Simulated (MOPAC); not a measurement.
Job for MOPAC: PM6 on CH3ClSi (SMILES C[Si]Cl), a point of a torsion scan.

```
PM6 1SCF PRECISE CHARGE=0 THREADS=1
CH3ClSi

C     -0.60747796 1    -0.00638843 1    -0.01618809 1
Si     0.97137643 1     1.08235106 1    -0.08862321 1
Cl     2.35417110 1    -0.32504471 1    -0.77104342 1
H     -0.79401258 1    -0.33001676 1     1.00764875 1
H     -1.48489057 1     0.55615147 1    -0.33071094 1
H     -0.53880521 1    -0.89876457 1    -0.63857457 1
```

It printed:

```
*******************************************************************************
 **                                                                           **
 **                              MOPAC v23.2.5                                **
 **                                                                           **
 *******************************************************************************
 ** MOPAC's Digital Object Identifier: https://doi.org/10.5281/zenodo.6511958 **
 **                                                                           **
 ** Please cite the open-source release paper for use of this MOPAC version:  **
 ** J. E. Moussa and J. J. P. Stewart (2026)                                  **
 ** MOPAC: An open-source semiempirical molecular orbital program             **
 ** J. Open Source Softw., 11(119), 8025, https://doi.org/10.21105/joss.08025 **
 *******************************************************************************

                              PM6 CALCULATION RESULTS

 *******************************************************************************
 *  PM6        - The PM6 Hamiltonian to be used
 *
 *
 *
 *                 CHARGE ON SYSTEM = 0
 *
 *
 *
 *  PRECISE    - TIGHTER CRITERIA TO BE USED
 *  1SCF       - DO 1 SCF AND THEN STOP
 *  THREADS=1  - MULTI-THREADING NOT USED
 *  T=         - A TIME OF 172800.0 SECONDS REQUESTED
 *  DUMP=N     - RESTART FILE WRITTEN EVERY 7200.0 SECONDS REQUESTED
 *******************************************************************************
PM6 1SCF PRECISE CHARGE=0 THREADS=1
 CH3ClSi

   ATOM   CHEMICAL          X               Y               Z
  NUMBER   SYMBOL      (ANGSTROMS)     (ANGSTROMS)     (ANGSTROMS)

     1       C         -0.60747796  *  -0.00638843  *  -0.01618809  *
     2      Si          0.97137643  *   1.08235106  *  -0.08862321  *
     3      Cl          2.35417110  *  -0.32504471  *  -0.77104342  *
     4       H         -0.79401258  *  -0.33001676  *   1.00764875  *
     5       H         -1.48489057  *   0.55615147  *  -0.33071094  *
     6       H         -0.53880521  *  -0.89876457  *  -0.63857457  *



          CARTESIAN COORDINATES

    NO.       ATOM           X           Y           Z

     1         C         -0.6075     -0.0064     -0.0162
     2        Si          0.9714      1.0824     -0.0886
     3        Cl          2.3542     -0.3250     -0.7710
     4         H         -0.7940     -0.3300      1.0076
     5         H         -1.4849      0.5562     -0.3307
     6         H         -0.5388     -0.8988     -0.6386

 General Reference for PM6:
 "Optimization of Parameters for Semiempirical Methods V: Modification of NDDO Approximations
 and Application to 70 Elements", J. J. P. Stewart, J. Mol. Mod., 13, 1173-1213 (2007)
 URL: https://link.springer.com/article/10.1007/s00894-007-0233-4

           Empirical Formula: C H3 Si Cl  =     6 atoms



      MOLECULAR POINT GROUP   :   C1


      RHF CALCULATION, NO. OF DOUBLY OCCUPIED LEVELS = 9


 -------------------------------------------------------------------------------
 PM6 1SCF PRECISE CHARGE=0 THREADS=1
 CH3ClSi



     1SCF WAS SPECIFIED, SO BFGS WAS NOT USED
     SCF FIELD WAS ACHIEVED


                              PM6 CALCULATION
                                                       MOPAC v23.2.5 Linux




          FINAL HEAT OF FORMATION =          5.97207 KCAL/MOL =      24.98714 KJ/MOL


          COSMO AREA              =        111.32 SQUARE ANGSTROMS
          COSMO VOLUME            =        101.36 CUBIC ANGSTROMS

          IONIZATION POTENTIAL    =          8.001054 EV
          HOMO LUMO ENERGIES (EV) =         -8.001 -1.395
          NO. OF FILLED LEVELS    =          9
          MOLECULAR WEIGHT        =         78.5732         POINT GROUP:  C1

          MOLECULAR DIMENSIONS (Angstroms)

            Atom       Atom       Distance
            H     5   Cl     3     3.96343
           Si     2    H     6     2.36304
            H     4   Cl     3     1.56829


          SCF CALCULATIONS        =          1





   ATOM   CHEMICAL          X               Y               Z
  NUMBER   SYMBOL      (ANGSTROMS)     (ANGSTROMS)     (ANGSTROMS)

     1       C         -0.60747796  *  -0.00638843  *  -0.01618809  *
     2      Si          0.97137643  *   1.08235106  *  -0.08862321  *
     3      Cl          2.35417110  *  -0.32504471  *  -0.77104342  *
     4       H         -0.79401258  *  -0.33001676  *   1.00764875  *
     5       H         -1.48489057  *   0.55615147  *  -0.33071094  *
     6       H         -0.53880521  *  -0.89876457  *  -0.63857457  *

                             CARTESIAN COORDINATES

   1    C       -0.607477960    -0.006388430    -0.016188090
   2   Si        0.971376430     1.082351060    -0.088623210
   3   Cl        2.354171100    -0.325044710    -0.771043420
   4    H       -0.794012580    -0.330016760     1.007648750
   5    H       -1.484890570     0.556151470    -0.330710940
   6    H       -0.538805210    -0.898764570    -0.638574570


           Empirical Formula: C H3 Si Cl  =     6 atoms



      MOLECULAR POINT GROUP   :   C1


                  EIGENVALUES
 -26.05033 -24.75014 -15.96311 -13.86238 -13.81108 -11.96917 -11.55602 -11.13719
  -8.00105  -1.39500  -0.97605   0.20443   1.83250   2.00069   2.25023   2.37831
   3.89948   5.86475   5.99733   7.15532  90.03157  90.08140  90.21927  90.46918
  90.48490


              NET ATOMIC CHARGES AND DIPOLE CONTRIBUTIONS

  ATOM NO.   TYPE          CHARGE      No. of ELECS.   s-Pop       p-Pop       d-Pop
    1          C          -0.802726        4.8027     1.08815     3.71458
    2         Si           0.468126        3.5319     1.82637     1.35955     0.34595
    3         Cl          -0.242289        7.2423     1.99429     5.24606     0.00194
    4          H           0.191097        0.8089     0.80890
    5          H           0.188467        0.8115     0.81153
    6          H           0.197326        0.8027     0.80267
 DIPOLE           X         Y         Z       TOTAL
 POINT-CHG.    -0.797     2.185     0.781     2.454
 HYBRID        -1.003    -1.541    -0.172     1.847
 SUM           -1.800     0.644     0.609     2.007


          ATOMIC ORBITAL ELECTRON POPULATIONS

     Atom    s        px        py        pz      x^2-y^2     xz        z^2       yz        xy
    1  C   1.08815   1.28895   1.24061   1.18502
    2 Si   1.82637   0.46813   0.68926   0.20216   0.08309   0.05296   0.06140   0.02721   0.12130
    3 Cl   1.99429   1.72456   1.72217   1.79934   0.00047   0.00028   0.00024   0.00022   0.00073
    4  H   0.80890
    5  H   0.81153
    6  H   0.80267

 **********************
 *                    *
 * JOB ENDED NORMALLY *
 *                    *
 **********************




 == MOPAC DONE ==
```

The run finished.

Cost: about 0.03 core-seconds (a rough figure).
